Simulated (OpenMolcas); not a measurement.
**Lines of S I: computed and rescaled rates**

- Program: OpenMolcas
- Method: SS-RASPT2, IPEA 0.25 Eh, imaginary shift 0.1 Eh (closed shells correlated: 2s 2p)
- Basis: ANO-RCC-VTZP [5s4p2d1f]
- Scalar Hamiltonian: DKH2, point nucleus
- Active space: 6 electrons in 9 orbitals (RAS2 3s 3p; RAS3 3d, at most 2 electrons)
- State averaging: 2S+1 = 3 even, 3 roots; 2S+1 = 1 even, 6 roots; 2S+1 = 3 odd, 3 roots
- Spin-orbit coupling: state interaction with AMFI integrals over the reference wave functions, term energies averaged over their components

Rates come from the transition moments of the reference wave functions (E1 and E2 in the length form). At fixed line strength A goes as λ^-3 for E1 and M1 and as λ^-5 for E2, so a rate at the computed wavelength can be rescaled to the measured one. Measured vacuum wavelengths follow from level energies in NIST Handbook of Basic Atomic Spectroscopic Data. Branching counts decays inside the model space alone, at computed energies, and the table is only a selection of the E2 and M1 lines, drawn from those between levels with measured partners whose computed energy lies within a factor of 1.5 of the measured one.

| Upper | Lower | Type | λ computed (nm) | λ measured (nm) | A computed (s-1) | A rescaled (s-1) | Branching % |
| --- | --- | --- | --- | --- | --- | --- | --- |
| 3s2 3p4 3P0 | 3s2 3p4 3P1 | M1 | 60770 | 56310 | 2.41e-04 | 3.03e-04 | 100.0 |
| 3s2 3p4 3P1 | 3s2 3p4 3P2 | M1 | 28020 | 25250 | 1.03e-03 | 1.41e-03 | 100.0 |
| 3s2 3p4 1D2 | 3s2 3p4 3P1 | M1 | 1077 | 1131 | 7.15e-03 |  | 22.8 |
| 3s2 3p4 1D2 | 3s2 3p4 3P2 | M1 | 1038 | 1082 | 2.40e-02 |  | 76.6 |
| 3s2 3p4 1D2 | 3s2 3p4 3P2 | E2 | 1038 | 1082 | 1.73e-04 |  | 0.6 |
| 3s2 3p4 1S0 | 3s2 3p4 1D2 | E2 | 769.8 | 772.7 | 1.42e+00 | 1.39e+00 | 82.8 |
| 3s2 3p4 1S0 | 3s2 3p4 3P1 | M1 | 449 | 459.1 | 2.89e-01 |  | 16.9 |

Spin-changing lines and M1 lines between different terms are not rescaled, since their strength hangs on the term gaps too.

The largest correction is for 3s2 3p4 3P1 → 3s2 3p4 3P2 (M1): 1.03e-03 × (28020 / 25250)^3 = 1.41e-03 s-1, a factor of 1.37.

No measured rate stands beside these. Rescaling mends the energy factor alone: line strengths can still be far off where a level mixes with configurations outside the active space, and weak or spin-changing lines hang on small mixing coefficients that depend on the term gaps too, so rescaling need not improve them.

Term energies are means over components that CASPT2 splits; among the terms shown or strongly mixed into the levels shown the widest spread is 28 cm-1 (3s2 3p4 1D). Active for correlation alone: 3d; no level in the range computed is led by a configuration that fills it, so any true level of that kind is missing. Computed and measured levels are paired by configuration, term and J; levels that our copy of the source lacks, or whose pairing is in doubt (as where it misses far off the trend of its configuration), stay unpaired. Only configurations of the active space appear.
